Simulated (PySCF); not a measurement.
## Calculated data, CH₇NSi₂, AlBH₂NO, Al₂BH₅N, BH₅NOSi

All values are calculated (PySCF 2.14.0). Calculation on a computer-drawn molecule: the log of a Hartree-Fock and frozen-core CCSD(T) single point meant for a local Hartree-Fock minimum, with one planted fault or none, to be diagnosed. Offsets are logged minus clean, where the clean run is the same molecule without the fault. The reference is restricted for singlets and unrestricted otherwise, and also for a bond in bohr or an excited solution. Adding or removing an electron swaps singlet and doublet. The excited solution moves the top pair (singlet) or top alpha electron (doublet) to the lowest empty orbital. Highest occupied and lowest empty are orbital energies over both spins, largest force is the largest gradient component, triples share is (T) over the correlation energy, the T1 limit is 0.02 restricted and 0.045 unrestricted, electrons count all cores, a negative frequency is imaginary (commonest isotopes), and the dipole is about the centre of nuclear charge.

Common to all runs: meant basis cc-pV(D+d)Z; logged SCF converged yes; logged SCF stable within its kind yes; possible faults no fault, one electron removed, one electron added, multiplicity raised by two, geometry at a saddle point, SCF held on an excited solution, minimal basis STO-3G, one bond length entered in bohr, all coordinates scaled.

```yaml
- entry: 1
  formula: CH7NSi2
  logged_structure:
    atoms_angstrom:
      - ["N", -0.0415, 2.0505, 1.0086]
      - [C, 0.9083, 1.633, 0.1918]
      - [Si, 1.0904, 0.0364, -0.7087]
      - [Si, 0.4854, -1.6243, 0.86]
      - [H, -0.7255, 1.4145, 1.3658]
      - [H, -0.1615, 3.0159, 1.2332]
      - [H, 1.5711, 2.44, -0.1179]
      - [H, 2.5687, -0.0044, -0.9148]
      - [H, 1.5087, -1.9492, 1.8886]
      - [H, -0.727, -1.15, 1.5933]
      - [H, 0.114, -2.8992, 0.1965]
  given:
    meant_charge: 0
    meant_multiplicity: 1
    logged_electrons: 48
    logged_basis_functions: 35
    logged_spin_squared: 0.0
    "logged_highest_occupied [eV]": -3.8436
    "logged_lowest_empty [eV]": 6.1997
    "logged_largest_force [hartree/bohr]": 0.060891
    logged_T1_diagnostic: 0.025928
    logged_D1_diagnostic: 0.11954
    logged_triples_share: 0.027725
    logged_CC_converged: "yes"
    "logged_dipole_magnitude [debye]": 4.0045
    "logged_energy_HF [hartree]": -666.30752
    "logged_energy_CCSD(T) [hartree]": -666.57164
    drawn_bonds_atom: [1, 2, 3, 1, 1, 2, 3, 4, 4, 4]
    drawn_bonds_other_atom: [2, 3, 4, 5, 6, 7, 8, 9, 10, 11]
    drawn_bonds_order: [1, 2, 1, 1, 1, 1, 1, 1, 1, 1]
  results:
    planted_fault: "minimal basis STO-3G"
    "HF_energy_offset_from_clean_run [kcal/mol]": 4953
    "CCSD(T)_energy_offset_from_clean_run [kcal/mol]": 5157
  notes: ["T1 above single-reference limit"]
- entry: 2
  formula: AlBH2NO
  logged_structure:
    atoms_angstrom:
      - [O, -1.6282, -1.3166, -2.3304]
      - [B, -1.6721, -0.8844, -1.2299]
      - ["N", -1.6189, -0.3032, 0.0624]
      - [Al, -0.4104, 0.7935, 0.6488]
      - [H, -2.3867, -0.5935, 0.6554]
      - [H, 0.6507, 1.7656, 1.1869]
  given:
    meant_charge: 1
    meant_multiplicity: 1
    logged_electrons: 35
    logged_basis_functions: 75
    logged_spin_squared: 0.7829
    "logged_highest_occupied [eV]": -5.9717
    "logged_lowest_empty [eV]": 0.5434
    "logged_largest_force [hartree/bohr]": 0.03775
    logged_T1_diagnostic: 0.025582
    logged_D1_diagnostic: 0.10355
    logged_triples_share: 0.030878
    logged_CC_converged: "yes"
    "logged_dipole_magnitude [debye]": 4.9063
    "logged_energy_HF [hartree]": -397.11032
    "logged_energy_CCSD(T) [hartree]": -397.61774
    drawn_bonds_atom: [1, 2, 3, 3, 4]
    drawn_bonds_other_atom: [2, 3, 4, 5, 6]
    drawn_bonds_order: [2, 1, 1, 1, 1]
  results:
    planted_fault: "one electron added"
    "HF_energy_offset_from_clean_run [kcal/mol]": -126.6
    "CCSD(T)_energy_offset_from_clean_run [kcal/mol]": -132.2
- entry: 3
  formula: Al2BH5N
  logged_structure:
    atoms_angstrom:
      - [B, 1.9471, -0.4722, 0.6458]
      - ["N", 2.189, 0.9019, 0.4574]
      - [Al, 1.1449, 2.2972, 0.9896]
      - [Al, -1.1216, 1.969, 2.2736]
      - [H, 0.9459, -0.8262, 1.2211]
      - [H, 2.7213, -1.3026, 0.2433]
      - [H, 3.0449, 1.1043, -0.0305]
      - [H, -2.5015, 1.9447, 1.49]
      - [H, -1.1731, 2.0357, 3.8584]
  given:
    meant_charge: 0
    meant_multiplicity: 2
    logged_electrons: 43
    logged_basis_functions: 99
    logged_spin_squared: 3.7565
    "logged_highest_occupied [eV]": -6.1383
    "logged_lowest_empty [eV]": -1.4274
    "logged_largest_force [hartree/bohr]": 0.022714
    logged_T1_diagnostic: 0.022298
    logged_D1_diagnostic: 0.07938
    logged_triples_share: 0.028839
    logged_CC_converged: "yes"
    "logged_dipole_magnitude [debye]": 1.4202
    "logged_energy_HF [hartree]": -565.79609
    "logged_energy_CCSD(T) [hartree]": -566.20224
    drawn_bonds_atom: [1, 2, 3, 1, 1, 2, 4, 4]
    drawn_bonds_other_atom: [2, 3, 4, 5, 6, 7, 8, 9]
    drawn_bonds_order: [1, 1, 1, 1, 1, 1, 1, 1]
  results:
    planted_fault: "multiplicity raised by two"
    "HF_energy_offset_from_clean_run [kcal/mol]": 72.95
    "CCSD(T)_energy_offset_from_clean_run [kcal/mol]": 84.83
- entry: 4
  formula: BH5NOSi
  logged_structure:
    atoms_angstrom:
      - [O, 1.1194, 3.472, -1.6334]
      - [B, 0.8054, 2.4254, -0.9974]
      - ["N", 0.4323, 1.3106, -0.3955]
      - [Si, -1.2603, 0.8628, 0.187]
      - [H, 1.4396, 4.2813, -1.2416]
      - [H, 1.1566, 0.6174, -0.2573]
      - [H, -1.1297, 0.6359, 1.6282]
      - [H, -2.0425, 2.0567, -0.1569]
      - [H, -1.6347, -0.334, -0.5692]
  given:
    meant_charge: 1
    meant_multiplicity: 1
    logged_electrons: 39
    logged_basis_functions: 90
    logged_spin_squared: 0.7619
    "logged_highest_occupied [eV]": -3.3847
    "logged_lowest_empty [eV]": 3.341
    "logged_largest_force [hartree/bohr]": 0.12201
    "logged_dipole_magnitude [debye]": 1.5756
    "logged_energy_HF [hartree]": -445.79338
    drawn_bonds_atom: [1, 2, 3, 1, 3, 4, 4, 4]
    drawn_bonds_other_atom: [2, 3, 4, 5, 6, 7, 8, 9]
    drawn_bonds_order: [1, 1, 1, 1, 1, 1, 1, 1]
  results:
    planted_fault: "one electron added"
    "HF_energy_offset_from_clean_run [kcal/mol]": -55.51
  notes: ["coupled-cluster numbers left out as unreliable"]
```
